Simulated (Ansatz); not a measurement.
Input for Ansatz (a quantum-chemistry and plane-wave program): R-wB97M-V/def2-TZVPP on silene (SMILES C=[SiH2]), atoms moved off the minimum.

Ansatz 0.2 input:
```yaml
crystal:
  periodic: [false, false, false]
  atoms:
    - {symbol: C, position_ang: [-1.16892328, -0.02062335, -0.04295222]}
    - {symbol: Si, position_ang: [0.51970863, 0.06495957, 0.02920233]}
    - {symbol: H, position_ang: [-1.76142954, 0.85792890, -0.08903797]}
    - {symbol: H, position_ang: [-1.70432255, -0.96482021, -0.03898511]}
    - {symbol: H, position_ang: [1.38475338, -1.19952232, 0.07487717]}
    - {symbol: H, position_ang: [1.28714865, 1.24626964, 0.03964273]}
basis:
  gaussian:
    orbitals: def2-TZVPP
hamiltonian:
  xc: {name: wB97M-V}
scf: {lower_state_search: off}
output: {forces: true}
```

The head of its log:

```
WARN ansatz: RAYON_NUM_THREADS=1 ignored (pool sized by the plan → 1); use --threads N
Functional definition: wB97M-V
these checks for a lower state are left out or cut short: stability, starts, cluster_reference, orbital_swaps, neighbouring_geometries, increment
integrals: 0.05 GiB planned
707 factors; their error is unknown
integrals: 0.08 GiB planned
175 factors; integrals over basis functions are off by at most 1.4e-5 eV
mean field: 0.49 GiB planned
mean field evaluation 1: about -8972.0569 eV, gradient 4.6e1 eV
mean field evaluation 2: about -8970.8141 eV, gradient 4.8e1 eV
```

Question: Predict the final total energy.

Answer: -329.9076 hartree.
